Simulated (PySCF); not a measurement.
# Magnetic susceptibility: `InChI=1S/C3H4BrN3/c1-2-3(4)6-7-5-2/h1H3,(H,5,6,7)`

Molfile (atoms numbered from 1):
```
C3H4BrN3
     RDKit          3D

 11 11  0  0  0  0  0  0  0  0999 V2000
   -1.4729   -0.1191    0.0592 C   0  0  0  0  0  0  0  0  0  0  0  0
    0.0028   -0.0458    0.0079 C   0  0  0  0  0  0  0  0  0  0  0  0
    0.8507   -1.0952    0.1152 N   0  0  0  0  0  0  0  0  0  0  0  0
    2.1190   -0.6941    0.0211 N   0  0  0  0  0  0  0  0  0  0  0  0
    2.1381    0.5685   -0.1437 N   0  0  0  0  0  0  0  0  0  0  0  0
    0.8727    1.0211   -0.1606 C   0  0  0  0  0  0  0  0  0  0  0  0
    0.4208    2.8229   -0.3791 Br  0  0  0  0  0  0  0  0  0  0  0  0
   -1.7981   -1.1078    0.3734 H   0  0  0  0  0  0  0  0  0  0  0  0
   -1.8592    0.6254    0.7535 H   0  0  0  0  0  0  0  0  0  0  0  0
   -1.8933    0.0956   -0.9231 H   0  0  0  0  0  0  0  0  0  0  0  0
    0.6248   -2.0689    0.2503 H   0  0  0  0  0  0  0  0  0  0  0  0
  1  2  1  0
  2  3  1  0
  3  4  1  0
  4  5  2  0
  5  6  1  0
  6  7  1  0
  6  2  2  0
  1  8  1  0
  1  9  1  0
  1 10  1  0
  3 11  1  0
M  END
```

Computed, not measured: PySCF 2.14.0, GIAO LDA/3-21G magnetisability, rotational g tensor and spin-rotation constants, non-relativistic, gas phase. Geometry: GFN2-xTB.

The calculation is non-relativistic, which matters for the atoms heavier than Zn.

Problem. What are the magnetisability and the molar susceptibility?

Solution. Isotropic -1306 × 10⁻³⁰ J/T², or -78.7 × 10⁻⁶ cm³/mol; principal values -1737, -1165, -1017 × 10⁻³⁰ J/T², anisotropy 659 × 10⁻³⁰ J/T² (root of half the summed squared differences of the principal values). The susceptibility is in cgs units.

Problem. Split it along the inertial axes a, b, c into diamagnetic and paramagnetic parts about the centre of mass, with the quadrupole moment.

Solution. 
```tsv
axis	χ (10⁻⁶ cm³/mol)	diamagnetic (10⁻⁶ cm³/mol)	paramagnetic (10⁻⁶ cm³/mol)	summed x² of all electrons (Å²)	quadrupole Θ (D Å)
a	-62.4	-441.0	378.6	208.6	+11.71
b	-69.0	-938.6	869.6	91.3	-7.22
c	-104.6	-1272.3	1167.7	12.6	-4.49
```
Anisotropies 2χaa − χbb − χcc = +48.7 and 2χbb − χaa − χcc = +29.1 × 10⁻⁶ cm³/mol. Θ is traceless in Buckingham's convention.

Problem. And the rotational g tensor?

Solution. 
```tsv
axis	rotational constant (GHz)	g	nuclear part	electronic part
a	3.5825	-0.0560	0.5811	-0.6371
b	1.2492	-0.0092	0.5012	-0.5103
c	0.9315	+0.0081	0.5191	-0.5110
```
Asymmetric top; isotopes 79Br, 12C, 1H, 14N; no vibrational averaging.
